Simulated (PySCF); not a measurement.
Question: Give a PBE0-D3(BJ)/def2-SVP geometry of `C#C/C(CC)=C(\C)S[SiH3]`.

Answer: 
```xyz
21
C7H12SSi angstrom
C     -2.256    2.366    1.376
C     -1.558    1.412    1.093
C     -0.792    0.245    0.794
C     -1.413   -1.069    1.200
C     -2.422   -1.582    0.178
C      0.391    0.360    0.135
C      0.993    1.664   -0.276
S      1.231   -1.129   -0.364
Si     3.303   -0.664   -0.006
H     -2.867    3.214    1.621
H     -0.611   -1.810    1.342
H     -1.909   -0.931    2.174
H     -2.881   -2.523    0.517
H     -1.935   -1.771   -0.792
H     -3.227   -0.850    0.014
H      1.224    1.666   -1.353
H      0.312    2.495   -0.052
H      1.939    1.853    0.261
H      3.992   -1.970   -0.208
H      3.511   -0.170    1.387
H      3.850    0.339   -0.967
```

Any rigid rotation of these coordinates is as good. Atoms count from 1 in this order. Si9 (SiH3 silicon) is distorted tetrahedral (angles from 103.5° to 113.0°). Of the pairs four or more bonds apart, C2···H17 is among the closest relative to their van der Waals radii: 2.44 Å, 84 % of the sum of Bondi's values. The C–C distances run from 1.215 Å (C1≡C2, drawn triple) to 1.525 Å (C4–C5, drawn single), a spread of 0.310 Å.

Bonds between heavy atoms (Å): C1≡C2 1.215, C2–C3 1.428, C3–C4 1.510, C4–C5 1.525, C3=C6 1.359, C6–C7 1.494, C6–S8 1.781, S8–Si9 2.154.

Level of theory: PBE0-D3(BJ)/def2-SVP geometry optimisation, gas phase in PySCF 2.14.0.

Point group: C1 (no symmetry element, even within 0.4 Å). Stationary, but not proved a minimum. One conformer, not necessarily the lowest (C2–C3–C4–C5 83°, C3–C6–S8–Si9 -141°).
